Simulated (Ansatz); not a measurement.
BCl₃ ··· SF₆

The pair of BCl₃ (SMILES ClB(Cl)Cl, atoms 1–4) and SF₆ (SMILES FS(F)(F)(F)(F)F, atoms 5–11), both closed shells, in one local arrangement (a lower one may exist), relaxed at PBE0-D4/def2-TZVP:

Cl1  (1.684, -0.217, -3.124)
B2  (0.015, 0.045, -2.721)
Cl3  (-1.085, -1.298, -2.659)
Cl4  (-0.555, 1.651, -2.383)
F5  (-0.852, 0.360, 2.817)
S6  (-0.009, -0.025, 1.557)
F7  (-1.312, -0.053, 0.691)
F8  (1.296, 0.001, 2.419)
F9  (0.837, -0.411, 0.293)
F10  (-0.199, -1.542, 1.890)
F11  (0.183, 1.491, 1.220)
(Å)

Ansatz 0.2.0; basis: def2-TZVPPD, with def2-QZVPPD for the basis limit; cores frozen in the correlated methods. B3LYP uses VWN-RPA correlation. Extrapolation: Hartree–Fock as exp(−7.88 √X), correlation as X^−2.97. Interaction energies count from these two fragments, frozen as in the pair, with the counterpoise correction; negative means bound.

What is the interaction energy by CCSD(T) at an estimated basis limit (MP2 extrapolated from triple and quadruple zeta, plus CCSD(T) − MP2 in triple zeta)? (Judge from chemistry; the value comes from the calculation.)

The calculation gives: -6.9 kJ/mol. Hartree–Fock alone gives 4.8 kJ/mol at the basis limit, so without correlation the pair would not bind at this distance. It counts from the two fragments frozen as in the pair.

The same quantity by other methods in triple zeta, and each one's difference from that estimate:
| method | E_int (kJ/mol) | difference |
| --- | --- | --- |
| PBE-D4 | -8.4 | -1.5 |
| revPBE-D4 | -8.9 | -2.0 |
| BLYP-D4 | -8.8 | -1.9 |
| r2SCAN-D4 | -8.1 | -1.1 |
| B97M-V | -7.3 | -0.4 |
| PBE0-D4 | -8.1 | -1.2 |
| B3LYP-D4 | -9.2 | -2.2 |
| HSE06-D4 | -7.9 | -1.0 |
| wB97X-V | -8.4 | -1.4 |
| wB97M-V | -8.0 | -1.1 |
| B2PLYP | -0.4 | 6.5 |
| HF | 4.8 | 11.7 |
| MP2 | -6.4 | 0.5 |
| CCSD | -4.1 | 2.9 |
| CCSD(T) | -5.8 | 1.1 |
Differences are method less estimate.

Which atoms make the shortest contact between the fragments?

B2 and F9, 3.16 Å apart.

Basis-set superposition shift (counterpoise-corrected less uncorrected): CCSD(T) 5.4; MP2 5.1; HF 0.9; PBE0-D4 0.9; wB97M-V 0.7 kJ/mol.

The T1 diagnostic stays at or below 0.013.

For scale, one of the runs: CCSD(T)/def2-TZVPPD, 481 basis functions, launched by `ansatz run in.yaml --threads 11 --pin off --events-out ev --progress --plain --max-ram 120832MiB --backend cuda --devices 0, --max-vram 75GiB`. Hardware: 11 CPU threads of an AMD EPYC 7R13 and one NVIDIA H100, shared host. Wall time 34 s; peak host memory 1.1 GiB.
